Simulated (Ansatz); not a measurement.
Ansatz (a quantum-chemistry and plane-wave program) input:
A basis named .json is the Basis Set Exchange file of that set.

Ansatz 0.2 input:
```yaml
crystal:
  periodic: [false, false, false]
  atoms:
    - {symbol: C, position_ang: [-1.85474197, -0.04174373, 0.03419106]}
    - {symbol: Sn, position_ang: [0.30253870, 0.00680908, -0.00557712]}
    - {symbol: H, position_ang: [-2.24991656, 0.34518510, -0.90357571]}
    - {symbol: H, position_ang: [-2.22255079, 0.57043156, 0.85592184]}
    - {symbol: H, position_ang: [-2.19835902, -1.06575353, 0.17062656]}
    - {symbol: H, position_ang: [0.85109282, 1.61656389, -0.22018565]}
    - {symbol: H, position_ang: [0.93213228, -0.60118536, 1.46827283]}
    - {symbol: H, position_ang: [0.88911806, -0.95523348, -1.29735022]}
basis:
  gaussian:
    orbitals: def2-QZVPPD.json
    fitting: {mean_field: def2-universal-jkfit, correlation: def2-QZVPPD-RIFIT.json}
magnetization: {spin_polarized: true, initial_magnetization: 2}
correlation: {method: mp2, electrons: outside_noble_gas}
```

Predict the final energy.

-254.77470 Eh (RI-MP2/def2-QZVPPD). The basis has 349 functions.

This state (charge 0, triplet) is run at the relaxed geometry of the species with charge 0 and multiplicity 1, and is a spin state other than that species' own.
